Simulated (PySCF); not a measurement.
Compound: C7H8P2.
Atom-mapped SMILES: `[cH:1]1[cH:2][p:3][c:4]([CH:5]2[CH2:6][CH2:7]2)[cH:8][p:9]1` (hydrogens: H10 on C1; H11 on C2; H12 on C5; H13, H14 on C6; H15, H16 on C7; H17 on C8)

Cartesian coordinates in Å at the PBE0-D3(BJ)/def2-SVP level; atoms count from 1:
```xyz
17
C7H8P2 angstrom
C      2.739   -0.081    0.560
C      1.912    0.410    1.559
P      0.183    0.527    1.611
C     -0.327   -0.135    0.057
C     -1.788   -0.176   -0.228
C     -2.710    0.941    0.207
C     -2.808   -0.389    0.866
C      0.533   -0.622   -0.925
P      2.266   -0.740   -0.974
H      3.820   -0.058    0.744
H      2.399    0.788    2.467
H     -2.027   -0.635   -1.193
H     -3.493    1.248   -0.491
H     -2.254    1.760    0.772
H     -3.662   -1.033    0.641
H     -2.422   -0.484    1.886
H      0.049   -1.002   -1.836
```

The closed-shell ground state was solved at several levels (PySCF, density fitting, gas phase, non-relativistic).

```json
{"level": "PBE0/pcSseg-1", "basis functions": "207", "HOMO (eV)": "-6.82", "LUMO (eV)": "-2.29", "gap (eV)": "4.53", "dipole (D)": "1.01"}
{"level": "CAM-B3LYP/def2-SVPD", "basis functions": "252", "HOMO (eV)": "-7.79", "LUMO (eV)": "-1.23", "gap (eV)": "6.56", "dipole (D)": "0.94"}
```

Task: Estimate the row for KT2/pcSseg-1, a basis of 207 functions; the other rows only guide the guess.

Result: HOMO -5.99 eV, LUMO -2.96 eV, gap 3.03 eV, dipole 1.06 D.

Task: Over all these levels, which gives the widest orbital gap and which the narrowest?

Result: CAM-B3LYP/def2-SVPD (range-separated hybrid) has the widest, 6.56 eV, and KT2/pcSseg-1 (GGA) the narrowest, 3.03 eV. Functional and basis both differ between the two, so the spread mixes both effects.

Task: How far do the dipole and the HOMO energy spread over the levels?

Result: The dipole runs from 0.94 to 1.06 D (mean 1.00 D) and the HOMO from -7.79 to -5.99 eV.

One conformer stands for the species.
